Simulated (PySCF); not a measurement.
Run record: geometry optimisation, `C#Cc1pcccc1SC`.

Method: PBE0-D3(BJ)/def2-SVP geometry optimisation, gas phase (PySCF 2.14.0). Start geometry: GFN2-xTB. The input is one job of a driver script: a line of settings, then coordinates in Å.

Command:
```bash
OMP_NUM_THREADS=1 python probes_run.py task.json out
```

Input:
```
{"job": {"xc": "PBE0", "basis": "def2-SVP", "d3": "d3bj", "grid": 1, "shake": 0.01, "kind": "geom"}, "charge": 0, "multiplicity": 1}
C     -1.284580     2.452510     1.440860
C     -0.519920     1.685380     0.988430
C      0.407920     0.772000     0.465780
P      2.002540     0.720620     1.311840
C      2.806440    -0.446500     0.329220
C      2.295060    -1.076070    -0.771900
C      1.020120    -0.881270    -1.236780
C      0.134630     0.001180    -0.643270
S     -1.502450     0.137540    -1.379500
C     -2.534390    -0.571910    -0.062790
H     -2.008550     3.163540     1.824850
H      3.829960    -0.663460     0.650660
H      2.901280    -1.772780    -1.308580
H      0.654780    -1.419220    -2.099930
H     -3.556230    -0.552030    -0.440520
H     -2.437120     0.047140     0.832320
H     -2.225990    -1.584860     0.109510
```

Output:
```
step   0  E = -1047.44077618  max force = 0.068765
step   1  E = -1047.44982496  max force = 0.007186
step   2  E = -1047.45002126  max force = 0.003618
step   3  E = -1047.45007779  max force = 0.002562
step   4  E = -1047.45016532  max force = 0.001026
step   5  E = -1047.45017472  max force = 0.000798
step   6  E = -1047.45018489  max force = 0.000280
optimisation converged
```

Energies in Eh; «max force» is the largest Cartesian gradient component in Eh/bohr.

Q: How much energy does the optimisation release, in eV?

A: E(step 0) − E(last step) = 0.009409 Eh, which is 0.256 eV.

Q: Give the first gradient maximum in eV/Å.

A: With 1 Eh/bohr = 51.422 eV/Å, 3.536 eV/Å.

Summary of the converged run: final energy -1047.45018 Eh after 6 steps; dipole 1.47 D.

Q: Where do the atoms end?

A: 0.078 Å rms from the input after alignment:
```
atom  x, y, z in Å
C1    -1.5594    2.5490    1.5998
C2    -0.7963    1.7399    1.1111
C3     0.1429    0.8098    0.5812
P4     1.6764    0.7366    1.4455
C5     2.5481   -0.3919    0.4649
C6     2.0588   -1.0151   -0.6779
C7     0.7677   -0.8145   -1.1621
C8    -0.1603    0.0481   -0.5682
S9    -1.7329    0.2057   -1.3891
C10   -2.8689   -0.4304   -0.1311
H11   -2.2312    3.2724    2.0233
H12    3.5708   -0.6214    0.7833
H13    2.7068   -1.7103   -1.2210
H14    0.4424   -1.3613   -2.0500
H15   -3.8684   -0.3889   -0.5864
H16   -2.8615    0.1948    0.7718
H17   -2.6314   -1.4735    0.1192
```

Q: How long does this job take on one thread, Arm Neoverse V2 (aarch64), shared host with 96 logical CPUs at a one-minute load of 250? And the peak memory of the process?

A: About 2.1 min, with 0.79 GiB resident at the peak, the Python interpreter and its libraries included.
Labels such as C1 count atoms from 1, the log's own numbers from 0.
